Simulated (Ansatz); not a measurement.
`[OH][Zn][F]`, charge 0, multiplicity 1.

Question: Give a relaxed structure at PBE0-D4/def2-TZVP (the Gaussian-basis code of Ansatz). (Estimate.)

Answer: Computed: 
```xyz
4

O    -0.4027   -0.6942   -0.9274
Zn   -0.0206    0.4730    0.3323
F     0.2667    1.6943    1.5360
H     0.1567   -1.4731   -0.9409
```
Point group Cs.
